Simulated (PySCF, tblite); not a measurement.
Isomers of C3H10F3PSi2. Computed with GFN2-xTB (tblite): harmonic, unscaled wavenumbers at the GFN2-xTB geometry, gas phase. Against measured fundamentals such values can be off by several per cent, at times by over 20. Modes of hydrogen on phosphorus and silicon can be 10 to 20 % off. One conformer each.

Electronic energies: PBE0/pcSseg-1 single points on the GFN2-xTB geometries (PySCF, gas phase).

| SMILES | electronic energy, lowest = 0 (kJ/mol) |
| --- | --- |
| C[C@@H]([SiH2]P)[SiH2]C(F)(F)F | 510.1 |
| C[SiH2]P[SiH2]CC(F)(F)F | 414.7 |
| FC(F)(F)C[C@H]([SiH3])[SiH2]P | 494.1 |
| CCC[Si@@H](P)[Si](F)(F)F | 0.0 |

Question: How do GFN2-xTB zero-point energies change the relative energies?

Answer: 
| SMILES | ZPE (kJ/mol) | of it from modes above 1550 cm⁻¹ | electronic (kJ/mol) | with ZPE, lowest = 0 (kJ/mol) | lowest mode (cm⁻¹) | rings |
| --- | --- | --- | --- | --- | --- | --- |
| CCC[Si@@H](P)[Si](F)(F)F | 336.5 | 165.8 | 0.0 | 0.0 | 6 | 0 |
| C[SiH2]P[SiH2]CC(F)(F)F | 315.3 | 158.1 | 414.7 | 393.5 | 9 | 0 |
| FC(F)(F)C[C@H]([SiH3])[SiH2]P | 306.7 | 148.8 | 494.1 | 464.3 | 25 | 0 |
| C[C@@H]([SiH2]P)[SiH2]C(F)(F)F | 310.9 | 153.8 | 510.1 | 484.4 | 8i | 0 |

The zero-point energies span 29.8 kJ/mol, from `FC(F)(F)C[C@H]([SiH3])[SiH2]P` to `CCC[Si@@H](P)[Si](F)(F)F`. Slightly imaginary modes are left out of the zero-point energy: `C[C@@H]([SiH2]P)[SiH2]C(F)(F)F` 8.2i cm⁻¹. The order is unchanged.

Question: And how do the electronic energies of GFN2-xTB itself compare?

Answer: `CCC[Si@@H](P)[Si](F)(F)F` 0.0; `C[SiH2]P[SiH2]CC(F)(F)F` 423.7; `FC(F)(F)C[C@H]([SiH3])[SiH2]P` 445.9; `C[C@@H]([SiH2]P)[SiH2]C(F)(F)F` 487.9 kJ/mol, lowest = 0. Against the energies above, taken from the same isomer `CCC[Si@@H](P)[Si](F)(F)F`, the largest difference is 48.2 kJ/mol.
